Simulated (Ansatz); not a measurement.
CH$_{8}$OSSi$_{2}$ (`O[SiH2]C[SiH2]S`), relaxed with RKS PBE-D4/def2-SVP in Ansatz 0.2.0 from a rough embedded geometry. The force threshold is 0.03 eV/Å; the program also tests the step.

Total charge 0; spin multiplicity 1.

Start:

```xyz
13

O     1.944   -2.013    0.742
Si    0.680   -1.427   -0.038
C     0.178    0.214    0.612
Si   -1.276    0.801   -0.459
S    -1.933    2.681    0.224
H     2.870   -1.693    0.545
H     1.102   -1.305   -1.470
H    -0.420   -2.356    0.066
H     1.034    0.950    0.454
H    -0.069    0.184    1.628
H    -0.904    0.837   -1.880
H    -2.403   -0.187   -0.290
H    -0.803    3.314   -0.134
```

| step | energy (eV) | largest force (eV/Å) | largest move (Å) |
| --- | --- | --- | --- |
| 1 | -29779.3020 | 3.353 | 0.000 |
| 2 | -29779.6790 | 1.296 | 0.182 |
| 3 | -29779.7345 | 0.479 | 0.143 |
| 4 | -29779.7619 | 0.176 | 0.161 |
| 5 | -29779.7665 | 0.052 | 0.027 |
| 6 | -29779.7680 | 0.025 | 0.028 |
| 7 | -29779.7686 | 0.031 | 0.032 |
| 8 | -29779.7688 | 0.025 | 0.017 |

End:

```xyz
13

O     2.033   -2.118    0.866
Si    0.768   -1.531   -0.080
C     0.205    0.198    0.442
Si   -1.308    0.867   -0.470
S    -2.019    2.751    0.335
H     2.886   -1.665    0.754
H     1.149   -1.489   -1.541
H    -0.351   -2.507    0.128
H     1.042    0.917    0.298
H    -0.027    0.182    1.529
H    -0.994    1.005   -1.937
H    -2.483   -0.054   -0.299
H    -0.902    3.444   -0.025
```

Run time 13 s (4 threads of an Arm Neoverse V1 on a shared host); peak host memory 0.17 GiB.
